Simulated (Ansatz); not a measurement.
Born–Oppenheimer molecular dynamics of CH$_{9}$FO$_{2}$Si$_{3}$ (16 atoms, charge 0, multiplicity 1). It starts from a relaxed structure.

The calculation used RKS r2SCAN-D4/STO-3G (Ansatz).

```json
{
 "ensemble": "NVE (velocity Verlet)",
 "time step": "0.5 fs",
 "steps asked": "129",
 "starting velocities drawn for": "2000 K",
 "seed": "338137"
}
```

First frame:

```xyz
16
Properties=species:S:1:pos:R:3
Si -0.135 0.053 -0.011
F -0.345 -0.034 1.609
C 1.688 -0.015 -0.433
H 2.182 -0.865 0.052
H 1.835 -0.114 -1.513
H 2.199 0.898 -0.109
O -0.765 1.491 -0.607
Si -2.377 1.441 -1.151
H -3.282 0.803 -0.210
H -2.775 2.823 -1.310
H -2.511 0.776 -2.435
O -1.045 -1.198 -0.688
Si -1.534 -2.450 0.355
H -0.422 -3.040 1.080
H -2.523 -2.013 1.325
H -2.133 -3.458 -0.492
```

**Question.** How far do the bonds stretch over the last three quarters of this one trajectory? (Pairs bonded in most of those frames.)

**Answer.** 
| bond | mean (Å) | spread (Å) | shortest | longest |
| --- | --- | --- | --- | --- |
| Si1–F2 | 1.634 | 0.023 | 1.60 | 1.67 |
| Si1–C3 | 1.906 | 0.030 | 1.87 | 1.98 |
| Si1–O7 | 1.691 | 0.024 | 1.67 | 1.73 |
| Si1–O12 | 1.692 | 0.041 | 1.63 | 1.76 |
| C3–H4 | 1.105 | 0.037 | 1.03 | 1.17 |
| C3–H5 | 1.119 | 0.067 | 1.01 | 1.25 |
| C3–H6 | 1.111 | 0.051 | 1.02 | 1.21 |
| O7–Si8 | 1.714 | 0.039 | 1.65 | 1.76 |
| Si8–H9 | 1.473 | 0.101 | 1.32 | 1.62 |
| Si8–H10 | 1.450 | 0.008 | 1.43 | 1.47 |
| Si8–H11 | 1.474 | 0.088 | 1.34 | 1.60 |
| O12–Si13 | 1.723 | 0.018 | 1.69 | 1.75 |
| Si13–H14 | 1.472 | 0.063 | 1.37 | 1.57 |
| Si13–H15 | 1.475 | 0.039 | 1.41 | 1.54 |
| Si13–H16 | 1.470 | 0.079 | 1.33 | 1.58 |

Mean temperature of the second half: 1114 K. The conserved energy stayed within 1.1 meV per atom of its start (net change 0.59 meV per atom), so the integration is sound. Over the second half the temperature averaged 0.56 of the 2000 K drawn at the start: a run that starts near a minimum puts about half its kinetic energy into the potential. A run of 0.065 ps of so small a system gives no equilibrium averages. Limits of this set-up: minimal basis.

The run took 19 min on 1 thread of Arm Neoverse V1 (shared host), peak memory 0.15 GiB.
